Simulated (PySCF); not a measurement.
A structure optimised at PBE-D3(BJ)/def2-SVP, used in a PySCF frequency run:

```
N
C 1 1.4491
H 2 1.1099 1 111.01
H 2 1.1182 3 107.26 1 122.86
H 2 1.1186 3 107.34 4 114.19
C 1 1.4491 2 113.04 3 179.96
H 6 1.1099 1 111.01 2 -179.96
H 6 1.1182 7 107.26 1 -122.86
H 6 1.1186 7 107.34 8 -114.19
Be 1 1.5115 2 123.47 3 -1.76
O 10 1.4336 2 152.39 3 -0.17
H 11 0.9674 10 127.80 2 -90.37
```
Charge 0, spin multiplicity 1.

**Question.** Write its SMILES, formula and point group.

**Answer.** C[N](C)[Be][OH], C₂H₇BeNO, Cs

**Question.** What are its rotational constants (standard atomic weights)?

**Answer.** 9.2840, 2.8349, 2.2449 GHz
